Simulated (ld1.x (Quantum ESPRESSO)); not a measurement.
What one change does to a pseudopotential (molybdenum, TM)

* Element: molybdenum (Mo)
* Generator: ld1.x (Quantum ESPRESSO) 7.5
* Type: norm-conserving Troullier–Martins (Kleinman–Bylander form)
* Functional: LDA (PZ)
* Relativity: scalar-relativistic
* Frozen core: [Kr]
* Valence charge: 6
* Reference configuration: 4d5 5s1 5p0
* Partial waves: 5s (bound): rc 2.25 bohr; 5p (bound, empty): rc 3.80 bohr; 4d (bound): rc 1.50 bohr
* Local potential: the d channel
* Core correction: none

All-electron outer shells of the reference configuration (LDA (PZ), scalar-relativistic, ld1.x):

| shell | level (eV) | outermost node (bohr) | outermost maximum (bohr) |
| --- | --- | --- | --- |
| 4s | -64.42 | 0.51 | 0.99 |
| 4p | -38.59 | 0.52 | 1.06 |
| 5s | -4.33 | 1.34 | 2.93 |
| 4d | -3.94 | 0.53 | 1.38 |
| 5p | -1.16 | 1.54 | 4.05 |

Change: local potential all-electron potential smoothed inside 1.35 bohr (lloc = -1).

Cutoffs: the cutoffs (Ry, on a coarse ladder) from which the occupation-weighted sum of valence levels, in a spherical-Bessel basis at the reference potential, stays within 10 and 1 mRy of its value at 400 Ry; they do not see the model core or the augmentation charge, which bear on the density cutoff. Errors are all-electron minus pseudo energies relative to the spin-unpolarised reference configuration.

Problem. How do hardness, ghosts and transferability respond?

Solution. The potential gets neither clearly harder nor softer (45 Ry and 55 Ry → 45 Ry and 55 Ry); both files keep a bound ghost (p, s); of the 9 tests that both files solve, the error grows in 1 and shrinks in 0 by more than 15 % and 0.3 meV (median size 5.4 → 6.6 meV); the range in which the d phases agree narrows (upper end at the end of the scan → 3.3).

```csv
quantity,base,changed
"cutoff, loose",45 Ry,45 Ry
"cutoff, tight",55 Ry,55 Ry
bound ghosts,"s, p","s, p"
"error for 4d5 5s0 5p0, meV [ΔE 7.19 eV]",+5.1,+5.1
"error for 4d4 5s0 5p0, meV [ΔE 22.89 eV]",+31,+32
"error for 4d3 5s0 5p0, meV [ΔE 49.85 eV]",+3.4,+6.6
"error for 4d2 5s0 5p0, meV [ΔE 89.55 eV]",-74,-67
"error for 4d5 5s0 5p1, meV [ΔE 3.24 eV]",+3.3,+3.5
"error for 4d5 5s0.5 5p0, meV [ΔE 2.86 eV]",+0.5,+0.5
"error for 4d5.5 5s0.5 5p0, meV [ΔE 0.31 eV]",-5.4,-5.1
"error for 4d5 5s1 5p0 (spin-polarised), meV [ΔE -3.92 eV]",+3607,+3607
"error for 4d5 5s0 5p0 (spin-polarised), meV [ΔE 3.80 eV]",+3684,+3684
s: phases at 4.08 bohr within 0.05 rad from the reference energy up to (Ry; the scan ends near 5),1.0,0.7
p: phases at 4.08 bohr within 0.05 rad from the reference energy up to (Ry; the scan ends near 5),n/a,1.3
d: phases at 4.08 bohr within 0.05 rad from the reference energy up to (Ry; the scan ends near 5),to the end of the scan,3.3
```

 A true bound ghost makes a file unfit for plane-wave use even where its test errors are small: the radial tests pick states by their node count and pass the ghost by.
